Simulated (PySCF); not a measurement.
C5H14GaN.
SMILES: `CC[C@@H]1C[C@H]1[GaH2-][NH3+]`

A linear-response calculation (PySCF, def2-SVPD basis, gas phase, vertical, core orbitals frozen in the response) gave these numbers; the functional is withheld.

Orbital energies (eV): HOMO-3 -9.66, HOMO-2 -9.09, HOMO-1 -8.73, HOMO -8.05, LUMO 0.35, LUMO+1 1.48, LUMO+2 1.52.

```csv
state,E (eV),f,"main configurations (H = HOMO, L = LUMO)"
S1,5.92,0.015,H→L (90%)
S2,6.39,0.018,H-1→L (87%)
S3,6.81,0.017,"H→L+1 (62%), H→L+2 (22%)"
S4,7.03,0.032,H-2→L (83%)
S5,7.15,0.029,H→L+3 (75%)
S6,7.30,0.159,"H→L+2 (54%), H→L+1 (22%)"
```

Triplets, Tamm–Dancoff:

| state | E (eV) | λ (nm) | main configurations (H = HOMO, L = LUMO) |
| --- | --- | --- | --- |
| T1 | 5.79 | 214.2 | H→L (84%) |
| T2 | 6.14 | 201.8 | H-1→L (74%) |
| T3 | 6.59 | 188.1 | H→L+1 (43%), H→L+2 (27%), H→L (8%) |
| T4 | 6.90 | 179.7 | H-2→L (80%) |

Vertical ionisation energy by ΔSCF with the same functional: 8.67 eV. Mean static polarisability: 101.7 au.

**Question.** Which of these was used?
A. HF
B. PBE0
C. CAM-B3LYP
D. PBE

**Answer.** C. CAM-B3LYP is range-separated, 19% exact exchange at short range and 65% at long range (ω = 0.33 bohr⁻¹). In this run −ε(HOMO) = 8.05 eV differs from the ΔSCF value by -0.61 eV, and S1 differs from the orbital gap of 8.41 eV by -2.49 eV. The ratio −ε(HOMO)/IP is 0.93. Small neutral molecules mostly give 0.85 to 0.93 with CAM-B3LYP, 0.5 to 0.7 with PBE, 0.7 to 0.83 with PBE0; Hartree–Fock can't fall below 1, since the ion's relaxation only lowers the ΔSCF value. The other options: PBE, a GGA without exact exchange; HF, time-dependent Hartree–Fock, 100% exact exchange; PBE0, a global hybrid with 25% exact exchange.

Level of theory: TDDFT CAM-B3LYP/def2-SVPD, vertical, gas phase, core orbitals frozen in the response (PySCF 2.14.0, density-fitted response routines). The structure is a single PBE0-D3(BJ)/def2-SVP conformer in the gas phase; no vibrational or solvent corrections. The CAM-B3LYP/def2-SVPD calculation is non-relativistic and has no spin–orbit coupling, an omission that weighs most on gallium.

Conformer computed: `[CH3:1][CH2:2][C@@H:3]1[CH2:4][C@H:5]1[GaH2-:6][NH3+:7]`: C1–C2–C3–C4 152°, C4–C5–Ga6–N7 132°.
